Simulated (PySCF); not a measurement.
# What builds the second ionisation energy along the 5p block

All values are computed (PySCF 2.14, energy differences of UHF-based or UKS calculations, no spin-orbit coupling). Each column adds one step, in eV (sums use unrounded values): valence MP2, valence CCSD, valence triples, then the next inner shell at CCSD(T) (In 4s 4p 4d, Sn 4s 4p 4d, Sb 4s 4p 4d, Te 4s 4p 4d, I 4s 4p 4d, Xe 4s 4p 4d). References (NIST) marked * lie between the lowest fine-structure levels; the others compare directly ((s) semi-empirical, (t) theoretical).

| element | UHF | + MP2 | + CCSD | + (T) | + inner shell | sum | reference |
| --- | --- | --- | --- | --- | --- | --- | --- |
| In [Kr] 4d10 5s2 → [Kr] 4d10 5s1 (x2c-TZVPPall with one added diffuse shell each of s, p, d, f type, spin-free X2C) | 17.035 | 0.625 | 0.257 | 0.000 | 0.807 | 18.724 | 18.870 |
| Sn [Kr] 4d10 5s2 5p1 → [Kr] 4d10 5s2 (x2c-TZVPPall with one added diffuse shell each of s, p, d, f type, spin-free X2C) | 13.721 | 0.193 | 0.060 | 0.017 | 0.121 | 14.113 | 14.282 |
| Sb [Kr] 4d10 5s2 5p2 → [Kr] 4d10 5s2 5p1 (x2c-TZVPPall with one added diffuse shell each of s, p, d, f type, spin-free X2C) | 15.999 | 0.305 | 0.033 | 0.021 | 0.109 | 16.467 | 16.626 ± 0.025 * |
| I [Kr] 4d10 5s2 5p4 → [Kr] 4d10 5s2 5p3 (x2c-TZVPPall with one added diffuse shell each of s, p, d, f type, spin-free X2C) | 17.687 | 0.595 | 0.125 | 0.023 | 0.088 | 18.518 | 18.750 |
| Xe [Kr] 4d10 5s2 5p5 → [Kr] 4d10 5s2 5p4 (x2c-TZVPPall with one added diffuse shell each of s, p, d, f type, spin-free X2C) | 20.076 | 0.668 | 0.029 | 0.028 | 0.084 | 20.883 | 20.975 (s) * |

Task: Estimate the missing row, Te [Kr] 4d10 5s2 5p3 → [Kr] 4d10 5s2 5p2 (x2c-TZVPPall with one added diffuse shell each of s, p, d, f type, spin-free X2C).

Result: The calculation gives UHF 18.350; + MP2 0.398; + CCSD -0.013; + (T) 0.024; + inner shell 0.092; sum 18.852. The reference value is 18.6 ± 0.4 *.

What remains against the references is mostly basis incompleteness and, for starred values, spin-orbit coupling.

These are valence bases, so the inner-shell step is incomplete.
